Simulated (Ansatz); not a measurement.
One change: `[SiH3][N]([SiH3])[GeH]` becomes `[NH2][Mg][N]([SiH3])[SiH3]`.

Ansatz, PBE0-D4/def2-TZVP geometries, multiplicity 1. Each molecule was computed in one conformer, which needn't be the lowest.

Scalar relativity is left out up to krypton.

| property | `[SiH3][N]([SiH3])[GeH]` |
| --- | --- |
| size of the dipole moment (PBE/def2-TZVPP) / D | 0.21 |
| HOMO energy (ωB97M-V/def2-TZVPP) / eV | -9.05 |
| HOMO energy (B3LYP/def2-TZVPP) / eV | -6.75 |
| LUMO energy (PBE/def2-TZVPP) / eV | -3.17 |
| HOMO–LUMO gap (PBE/def2-TZVPP) / eV | 2.69 |
| LUMO energy (B3LYP/def2-TZVPP) / eV | -2.58 |

**Question.** Give the same properties after the change, and the shifts. (Best estimate.)

**Answer.** Ansatz gave: 
```json
{"property": "size of the dipole moment (PBE/def2-TZVPP) / D", "`[NH2][Mg][N]([SiH3])[SiH3]`": "1.49", "shift": "1.28"}
{"property": "HOMO energy (ωB97M-V/def2-TZVPP) / eV", "`[NH2][Mg][N]([SiH3])[SiH3]`": "-8.94", "shift": "0.11"}
{"property": "HOMO energy (B3LYP/def2-TZVPP) / eV", "`[NH2][Mg][N]([SiH3])[SiH3]`": "-6.30", "shift": "0.45"}
{"property": "LUMO energy (PBE/def2-TZVPP) / eV", "`[NH2][Mg][N]([SiH3])[SiH3]`": "-2.01", "shift": "1.16"}
{"property": "HOMO–LUMO gap (PBE/def2-TZVPP) / eV", "`[NH2][Mg][N]([SiH3])[SiH3]`": "3.18", "shift": "0.49"}
{"property": "LUMO energy (B3LYP/def2-TZVPP) / eV", "`[NH2][Mg][N]([SiH3])[SiH3]`": "-1.51", "shift": "1.07"}
```

With PBE0 the HOMO rises by 0.39 eV and the LUMO rises by 1.11 eV, so the gap widens by about 0.72 eV. PBE moves the HOMO by 0.67 eV and ωB97M-V by 0.11 eV. Dipoles are sizes alone; their direction can turn.

B3LYP here is the variant with VWN-RPA as its local correlation; programs differ in this.
